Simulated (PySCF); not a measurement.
Mapped SMILES: `[CH2:1]=[CH:2][C+:3]([CH2:4][F:5])[CH2:6][CH:7]([F:8])[F:9]`; H(Xn) means a hydrogen on atom n. Ha(C1) is cis to C3; Hb(C1) is trans to C3.

Geometry: GFN2-xTB; GIAO shifts from PySCF 2.14.0 with density-fitted response routines, gas phase, non-relativistic, averaged over equivalent atoms.

At PBE0/6-31G* (142 basis functions, 43 s wall time on 1 thread of an Arm Neoverse N1, shared host):
```csv
atoms,δ (ppm)
C3,246.1
C1,182.0
C2,132.6
C7,111.6
C4,89.7
C6,51.5
F8/F9,-99.0
F5,-212.5
Ha(C1),9.23
Hb(C1),8.94
H(C2),8.02
H(C7),6.80
H(C4),6.72
H(C6),4.75
```

Referencing at the same level of theory: TMS for $^{13}$C (196.39 ppm) and $^{1}$H (32.41 ppm); CFCl3 for $^{19}$F (192.54 ppm).

Problem. Estimate the result of repeating the calculation with PBE0/pcSseg-1.

Solution. 
| atoms | δ at PBE0/pcSseg-1 | change |
| --- | --- | --- |
| C3 | 263.8 | +17.7 |
| C1 | 200.0 | +18.0 |
| C2 | 145.0 | +12.4 |
| C7 | 116.8 | +5.2 |
| C4 | 95.8 | +6.1 |
| C6 | 53.9 | +2.4 |
| F8/F9 | -105.6 | -6.6 |
| F5 | -227.0 | -14.5 |
| Ha(C1) | 9.40 | +0.17 |
| Hb(C1) | 9.17 | +0.23 |
| H(C2) | 8.14 | +0.12 |
| H(C7) | 6.58 | -0.22 |
| H(C4) | 6.81 | +0.09 |
| H(C6) | 4.82 | +0.07 |

References, each an isolated molecule treated in the same way: TMS for $^{13}$C (186.93 ppm) and $^{1}$H (31.72 ppm); $^{19}$F (170.95 ppm) vs CFCl3.

The largest change is at C1 (terminal =CH2 carbon). Cost: 193 basis functions, 56 s wall time on 1 thread of an Arm Neoverse N1, shared host. The order of the carbon signals is the same at both levels.

Unscaled 19F shifts against computed CFCl3 carry errors that often reach 10 to 50 ppm.
